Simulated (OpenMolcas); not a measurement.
# Rh²⁺: effect of the basis set

```yaml
Program: OpenMolcas
Method: "SS-CASPT2, IPEA 0.25 Eh, imaginary shift 0.1 Eh (closed shells correlated: 4s 4p)"
Active_space: 7 electrons in 10 orbitals (4d 5d)
State_averaging: 2S+1 = 4 even, 10 roots; 2S+1 = 2 even, 40 roots
Spin-orbit_coupling: RASSI with atomic mean-field integrals over the reference wave functions, term energies averaged over their components
```

A. ANO-R2 [7s5p4d2f1g], X2C, finite nucleus; CASPT2 step about 40 core-minutes
B. ANO-RCC-VTZP [7s6p4d2f1g], DKH2, point nucleus; CASPT2 step about 26 core-minutes
C. ANO-RCC-VQZP [8s7p5d3f2g1h], DKH2, point nucleus; CASPT2 step about 40 core-minutes

Energies in cm-1 above 4d7 4F 9/2, the measured ground level; measured values from the list in Shadmi, J. Res. Natl. Bur. Stand. 70A, 435 (1966).

```tsv
Level	A	B	C	Measured
4d7 4F 9/2	0.0	0.0	0.0	0.0
4d7 4F 7/2	2060	2060	2100	2148
4d7 4F 5/2	3360	3370	3420	3486
4d7 4F 3/2	4190	4190	4250	4322
4d7 4P 3/2	11210	11200	11320	10997
4d7 4P 5/2	11240	11230	11410	11062
4d7 4P 1/2	12610	12600	12780	
4d7 2G 9/2	13420	13410	13250	
4d7 2G 7/2	15460	15430	15320	
4d7 2P 3/2 [55 %]	16460	16440	16440	
4d7 2H 11/2	18090	18120	17920	
4d7 2P 1/2	18420	18390	18420	
4d7 2D 5/2(1)	18910	18910	18800	
4d7 2H 9/2	20140	20160	20010	
4d7 2D 3/2(1) [73 %]	22310	22290	22280	
4d7 2F 5/2	27650	27660	27480	
4d7 2F 7/2	28720	28730	28570	
4d7 2D 3/2(2)	44160	44250	43900	
4d7 2D 5/2(2)	45350	45440	45110
```

Deviations, from unrounded energies. A percentage is the sum of absolute deviations over the sum of measured energies, with the sign that they share, or ± where signs differ.

```
                        Against measurement  Levels     A     B     C
             mean absolute deviation (cm-1)       5   150   140   170
      fine structure of the ground term (%)       3  -3.4  -3.4  -1.9
other terms of the ground configuration (%)       2  +1.8  +1.7  +3.0
```

A, B lie about equally close to measurement and C furthest from it. The largest miss of B in the table is 4d7 4P 3/2, by +200 cm-1. The ranking rests on the paired levels alone, and a cruder setting can come out closer through cancelling errors.

The two smallest mean deviations differ by little beside CASPT2's spread within terms, so their order carries little weight.

Among A to C the level of the table that moves most is 4d7 2D 3/2(2), by 350 cm-1 (lowest in C, highest in B). Moves below CASPT2's spread within the term are not significant.

CASPT2 breaks the degeneracy within a term, and the mean is taken; among the terms shown or strongly mixed into the levels shown the widest spread is 510 cm-1 (4d7 4F, C). Active for correlation alone: 5d; no level in the range computed is led by a configuration that fills it, so any true level of that kind is missing. Measured partners are found by configuration, term and J. A level has none where our copy of the source lacks it or the pairing is in doubt (some pairs that miss far off the trend of their configuration count as doubtful), and it then counts in no deviation. Only configurations of the active space appear.

A share in square brackets marks a mixed level and gives the weight of the term that names it, the lowest over the columns. A number in round brackets counts repeated terms of one configuration in the order of the reference energies.
